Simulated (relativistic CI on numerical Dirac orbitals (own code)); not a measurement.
# B to Tl: a trend down a group

These numbers are calculated, not measured: Dirac-Coulomb-Breit CI, separate exchange-only KLI orbitals for each configuration, model QED (radiative potential, 1s self-energy scaled to tabulated hydrogen-like ionisation energies), unscaled Slater integrals (own radial code, finite nucleus).

Each species is treated in one configuration, given outside its closed core. Radial values are for the open shell of highest l, unscaled and averaged over j; ζ includes the Breit term. Labels give the leading LS character, summed over repeated terms.

| Ion | Configuration | Its lowest level | LS weight (%) | g_J | g√(J(J+1)) | Next level | E (cm⁻¹) | ⟨r⟩ (bohr) | ⟨r²⟩ (bohr²) |
| --- | --- | --- | --- | --- | --- | --- | --- | --- | --- |
| B | 2p | ²P°1/2 | 100 | 0.666 | 0.58 | ²P°3/2 | 14.604 | 2.264 | 6.517 |
| Al | 3p | ²P°1/2 | 100 | 0.666 | 0.58 | ²P°3/2 | 110.74 | 3.483 | 14.46 |
| Ga | 4p | ²P°1/2 | 100 | 0.666 | 0.58 | ²P°3/2 | 778.03 | 3.481 | 14.46 |
| In | 5p | ? | ? | ? | ? | ? | ? | ? | ? |
| Tl | 6p | ²P°1/2 | 100 | 0.666 | 0.58 | ²P°3/2 | 7804.4 | 3.867 | 17.64 |

**Question.** Fill in the row of In.

**Answer.** Its lowest level ²P°1/2; LS weight (%) 100; g_J 0.666; g√(J(J+1)) 0.58; Next level ²P°3/2; E (cm⁻¹) 2142.2; ⟨r⟩ (bohr) 3.815; ⟨r²⟩ (bohr²) 17.11.

With one configuration, terms of near-neutral atoms and ions can be 10 to 25 % off, and close levels can change places.
